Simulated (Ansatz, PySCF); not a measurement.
Gas-phase reaction (SMILES): F[SiH2]Cl → [SiH2]Cl + F atom; the F-Si bond at the site shown breaks (other sites are not compared here).

Structures are relaxed separately at B3LYP-D3(BJ)/def2-TZVP in Ansatz (a program for electronic structure). Valence correlation only, unless marked. Open shells are spin-unrestricted. Spin-orbit coupling is left out. No relativistic terms. CBS marks a two-point X^-3 extrapolation of the correlation energy; Hartree-Fock from the larger set. Thermal terms are rigid-rotor harmonic-oscillator values from B3LYP-D3(BJ) frequencies (PySCF) at 298.15 K and 1 atm. 1 Eh = 627.5095 kcal/mol. Atoms have translation alone.

| species | E, CCSD(T)/CBS(cc-pV(T+d)Z,cc-pV(Q+d)Z) (Ansatz) (Eh) | E, PBE0-D4/def2-TZVPD (Ansatz + dftd4) (Eh) | H - E (Eh) |
|---|---|---|---|
| F[SiH2]Cl | -849.95406 | -850.55058 | 0.02656 |
| [SiH2]Cl | -750.03556 | -750.63505 | 0.02072 |
| F atom | -99.66606 | -99.67703 | 0.00236 |

### Question
Work out ΔE and ΔH at 298.15 K at the first level, then ΔH at the second.

### Answer

1. ΔE = [(-750.03556) + (-99.66606)] - [(-849.95406)] = 0.25244 Eh = 158.4 kcal/mol at CCSD(T)/CBS(cc-pV(T+d)Z,cc-pV(Q+d)Z).
2. The terms H - E add up to -0.00348 Eh, so ΔH = (0.25244 + (-0.00348))×627.5095 = 156.2 kcal/mol.
3. At PBE0-D4/def2-TZVPD the same steps give ΔE = 149.7 and ΔH = 147.5 kcal/mol, a shift of -8.7 from the first level.
4. These values are not checked against measurement here, since the tables used lack a sound gas-phase enthalpy of formation for at least one species.
